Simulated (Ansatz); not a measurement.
Total energies of the cluster Li₂Br₂ (the lowest singlet isomer of a short search) from Ansatz at PBE0-D4/def2-TZVP, gas phase (1 Eh = 27.2114 eV = 2625.5 kJ/mol). The reference geometry is relaxed at PBE0-D4/def2-TZVP.

Cartesian coordinates in Å:
```
Li 0.326 -0.760 -1.051
Li -0.326 0.760 1.051
Br -1.447 -1.206 0.424
Br 1.447 1.206 -0.424
```

| state | geometry | energy (Eh) |
| --- | --- | --- |
| charge 0 singlet | reference | -5162.94803 |
| charge 1 doublet | reference | -5162.59262 |
| charge 1 doublet | relaxed at PBE0-D4/def2-TZVP | -5162.62268 |
| charge 0 triplet | relaxed at PBE0-D4/def2-TZVP | -5162.77351 |
| charge 0 quintet | relaxed at PBE0-D4/def2-TZVP | -5162.56833 |
| free Li atom (doublet) | – | -7.46705 |
| free Br atom (doublet) | – | -2573.81189 |

Problem. Work out the vertical ionisation energy to the doublet.

Solution. E(charge 1 doublet) − E(charge 0 singlet) = -5162.59262 − (-5162.94803) = 0.35541 Eh = 9.67 eV. For comparison, −ε of the highest occupied level is 7.63 eV at this level, 2.04 eV less.

Problem. How much does the charge 1 doublet relax, and what is the adiabatic ionisation energy?

Solution. Relaxation: -5162.59262 − (-5162.62268) = 0.03006 Eh = 0.82 eV. Adiabatic ionisation energy: 0.32535 Eh = 8.85 eV, without zero-point energy. In the charge 1 doublet, Br3 and Br4 lie 2.90 Å apart (atoms count from 1), so these atoms are partly bonded to each other.

Problem. Which of the charge 0 states is lowest, and how far above it are the others?

Solution. The singlet. triplet: -5162.77351 − (-5162.94803) = 0.17452 Eh = 458.2 kJ/mol; quintet: -5162.56833 − (-5162.94803) = 0.37970 Eh = 996.9 kJ/mol. The triplet differs in its bonds from the reference. The quintet differs in its bonds from the reference.

Problem. What is the binding energy per atom against free atoms?

Solution. Atoms: 2 × (-7.46705) + 2 × (-2573.81189) = -5162.55788 Eh. Binding: -5162.55788 − (-5162.94803) = 0.39015 Eh = 10.62 eV, or 2.65 eV for each of 4 atoms (no zero-point energy, no counterpoise term).

The structure comes from a short search, and lower isomers may exist.
